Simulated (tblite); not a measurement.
Compound: C7H9F (charge +1 and doublet state).
SMILES: `C[C@H]1C=C(F)C[CH][CH+]1`

Computed with GFN2-xTB (tblite): harmonic, unscaled wavenumbers at the GFN2-xTB geometry, gas phase. This tight-binding method is rough: wavenumbers can miss measured ones by several per cent, in bad cases by 10 to 20. Open shells enter through the occupations alone, without spin polarisation, and single modes of such species can be off by tens of per cent.

Harmonic wavenumbers (cm⁻¹): 85.7, 147.0, 202.4, 253.9, 312.4, 398.1, 432.2, 447.6, 479.6, 554.0, 711.7, 753.4, 806.6, 823.4, 886.4, 897.8, 916.6, 956.0, 976.9, 1012.1, 1014.8, 1042.5, 1057.9, 1081.9, 1164.1, 1199.4, 1228.6, 1295.7, 1302.9, 1332.8, 1364.1, 1386.5, 1441.6, 1460.3, 1514.0, 1637.7, 2719.3, 2817.7, 2879.4, 3041.0, 3069.8, 3071.6, 3085.5, 3088.1, 3097.4.

A = 3319, B = 1734, C = 1199 MHz; mass 112.069 u (most abundant isotopes); point group C1, symmetry number 1; spin multiplicity 2.

**Question.** What is the zero-point energy?

**Answer.** Half the sum of the wavenumbers: 29724 cm⁻¹ = 84.99 kcal/mol.

**Question.** Entropy at 298.15 K, 1 bar (ideal gas, RRHO, classical rotation)?

**Answer.** Translation 40.08, rotation 28.23, vibration 17.76, spin (R ln 2) 1.38: S = 87.5 cal/(mol K).

**Question.** And Cp and H(298.15 K) − H(0)?

**Answer.** Cp = 32.10 cal/(mol K), of which vibrations give 24.15 (their classical limit is 45 R = 89.4); H(298.15 K) − H(0) = 5.51 kcal/mol without the zero-point energy, 3.14 from vibrations.

**Question.** What must be added to the electronic energy to get the Gibbs energy at 298.15 K and 1 bar?

**Answer.** ZPE + [H(298.15 K) − H(0)] − T·S = 84.99 + 5.51 − 26.07 = 64.43 kcal/mol.

**Question.** Which modes carry the vibrational entropy at 298.15 K?

**Answer.** 85.7 cm⁻¹: 3.76; 147.0 cm⁻¹: 2.71; 202.4 cm⁻¹: 2.11; 253.9 cm⁻¹: 1.70; 312.4 cm⁻¹: 1.35; 398.1 cm⁻¹: 0.97 cal/(mol K); the other 39 give 5.16 together.

**Question.** Blend soft modes into free rotors: weight 1/[1 + (100 cm⁻¹/ν̃)⁴] for the oscillator and the rest for a rotor with moment μB/(μ + B), μ = h/(8π²ν), B = 10⁻⁴⁴ kg m². What vibrational entropy results?

**Answer.** 17.25 cal/(mol K) in place of 17.76, which changes −T·S at 298.15 K by +0.15 kcal/mol.

Hindered rotation and anharmonicity are outside this model. The structure is chiral; the term R ln 2 for an equal mix with its mirror image is left out.

On one thread, Intel Xeon at 2.50 GHz (x86_64) (shared host), this took 1.6 s. This covers the Hessian and the dipole derivatives.
